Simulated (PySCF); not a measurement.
CH7ClO2Si2, SMILES C[Si@@H](O)[Si@H](O)Cl.

Geometry: PBE0-D3(BJ)/def2-SVP. The structure was generated by enumeration; whether it is a known compound was not checked. The values are those of a single conformer.

Computed with TDDFT-PBE/def2-SVPD run with PySCF.

Vertical excitations. Gas-phase values at a fixed geometry.

### Question
Give excitation energies, oscillator strengths and character. (An estimate is asked for; the answer gives what the named calculation found.)

### Answer

| state | energy (eV) | λ (nm) | f | main pairs |
|---|---|---|---|---|
| S1 | 5.28 | 235 | 0.009 | HOMO→LUMO 98 % |
| S2 | 5.91 | 210 | 0.028 | HOMO→LUMO+1 93 % |
| S3 | 6.06 | 205 | 0.004 | HOMO−1→LUMO 98 % |
| S4 | 6.15 | 202 | 0.019 | HOMO−2→LUMO 95 % |
| S5 | 6.33 | 196 | 0.005 | HOMO−3→LUMO 90 % |
| S6 | 6.45 | 192 | 0.010 | HOMO→LUMO+2 86 % |
| S7 | 6.66 | 186 | 0.026 | HOMO−1→LUMO+1 96 % |
| S8 | 6.79 | 183 | 0.010 | HOMO−2→LUMO+1 84 % |
| S9 | 6.83 | 181 | 0.000 | HOMO−4→LUMO 98 % |
| S10 | 6.88 | 180 | 0.036 | HOMO→LUMO+3 45 %, HOMO−3→LUMO+1 37 %, HOMO→LUMO+4 10 % |
| T1 | 4.85 | 256 | 0 | HOMO→LUMO 98 % |
| T2 | 5.34 | 232 | 0 | HOMO→LUMO+1 98 % |
| T3 | 5.84 | 212 | 0 | HOMO−1→LUMO 99 % |
| T4 | 5.97 | 208 | 0 | HOMO−2→LUMO 99 % |
Triplets are in the Tamm–Dancoff approximation, which puts them higher than full response would, so one can lie above its singlet here.
